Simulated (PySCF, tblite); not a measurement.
Isomers of C7H9O2 (doublet state), one GFN2-xTB conformer each. Single-point energies are computed at B3LYP/pcH-1 (PySCF, gas phase, no added dispersion term), electronic only. GFN2-xTB treats the open shell by occupation alone, and not every SCF solution was tested for stability.

Problem. Rank them by B3LYP/pcH-1 energy, lowest first (kcal/mol).
A. `[CH2:1][CH2:2][C:3](=[O:4])[C:5](=[O:6])[CH:7]1[CH2:8][CH2:9]1` (doublet state) with H–C1–C2–C3 -52° and 117°, C1–C2–C3–O4 -5°, C2–C3–C5–O6 -27°, C3–C5–C7–C8 154°
B. `[CH2:1][C:2](=[CH2:3])[C@H:4]1[CH2:5][O:6][CH2:7][C:8]1=[O:9]` (doublet state) with H–C1–C2–C3 -179° and 0°, C1–C2–C4–C5 142°, C2–C4–C5–O6 89°, C4–C5–O6–C7 34°, C5–O6–C7–C8 -26°, O6–C7–C8–O9 -173°
C. `[CH2:1]=[C:2]([CH3:3])[C:4]1[CH2:5][O:6][CH2:7][C:8]1=[O:9]` (doublet state) with C1–C2–C4–C5 180°
D. `[CH2:1][CH2:2][C:3]1=[C:4]([CH3:5])[C@H:6]1[O:7][CH:8]=[O:9]` (doublet state) with H–C1–C2–C3 -83° and 79°, C1–C2–C3–C4 -82°, C4–C6–O7–C8 -148°, C6–O7–C8–O9 0°
E. `[CH3:1][CH2:2][C:3](=[O:4])[C:5](=[O:6])[C@H:7]1[CH:8][CH2:9]1` (doublet state) with C1–C2–C3–O4 0°, C2–C3–C5–O6 -9°, C3–C5–C7–C8 139°

Solution. C (0.0), B (11.4), A (22.1), E (26.4), D (45.3).

As drawn, the highest has a three-membered ring, which the lowest lacks. Neighbours under 5.0 kcal/mol apart ([CH2]CC(=O)C(=O)C1CC1 and CCC(=O)C(=O)[C@H]1[CH]C1) can change places with a better method, another conformer or zero-point energy. GFN2-xTB itself gives, in the same order: 0.0, 16.4, 42.2, 46.6, 57.6. Both levels put the same isomer lowest; measured from each level's own lowest isomer, the values differ by up to 20.2 kcal/mol (CCC(=O)C(=O)[C@H]1[CH]C1: 46.6 against 26.4).

Problem. What happens when harmonic zero-point energies from GFN2-xTB frequencies are added?

Solution. 
```
                  SMILES  ZPE (kcal/mol)  electronic (kcal/mol)  with ZPE (kcal/mol)
       C=C(C)[C]1COCC1=O            88.3                    0.0                  0.0
 [CH2]C(=C)[C@H]1COCC1=O            88.3                   11.4                 11.3
   [CH2]CC(=O)C(=O)C1CC1            86.9                   22.1                 20.7
CCC(=O)C(=O)[C@H]1[CH]C1            87.4                   26.4                 25.5
 [CH2]CC1=C(C)[C@H]1OC=O            86.1                   45.3                 43.2
```

The zero-point energies span 2.2 kcal/mol. The order is unchanged.
